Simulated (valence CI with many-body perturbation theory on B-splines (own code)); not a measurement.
**Sn28+ in brief**

Computed by relativistic CI+MBPT: four valence electrons over a frozen Dirac-Fock core [Ar], radial functions for each j: 7 s, 7 p, 8 d, 6 f, 4 g, 1 h, with the one-electron correlation potential Σ1 (screened to all orders), the two-electron term Σ2, the three-electron term Σ3, Breit, model QED; selected single and double excitations, second order for the rest, scaled by the run's own slope (own B-spline code, finite nucleus).

No measured spectrum was set against this ion. As an estimate, large intervals hold to a few tenths of a per cent, small ones and those within an open d or f shell to about a per cent. Only levels of the ground parity were solved; by the run's estimate the other parity begins above the list, which can be wrong where configurations are misplaced.

Levels are named by their leading jj configuration (3d3/2^4 stands for four electrons in 3d with j = 3/2), which in mixed levels can hold well under half, so a name can repeat and another be missing.

Rates and lifetimes use the calculated energies. Strong lines usually hold to 10 to 20 %, long lifetimes can be off by a factor of two.

Question: What is the ground level?

Answer: (3d3/2^4) J=0, composition 51 % 3d⁴ ⁵D + 44 % 3d⁴ ³P + 6 % 3d⁴ ¹S.

Question: Name the longest-lived excited levels whose lifetime is computed, and their main decay.

Answer: (3d3/2^3 3d5/2) J=4 at 102000 cm⁻¹ lives 807 ms, mostly by M1 to (3d3/2^2 3d5/2^2) J=3.

Question: What is the ionisation energy?

Answer: 1595.9 eV; NIST lists 1596 ± 4 eV (theoretical).

Question: How well does LS coupling describe the low levels?

Answer: Among the lowest 20 levels the leading LS term, summed over configurations, holds 59 % on average. For single configurations the figures are 59 % in LS and 74 % in jj coupling. Terms mix most in the J = 2 level at 268300 cm⁻¹, where the leading one holds 35 %.
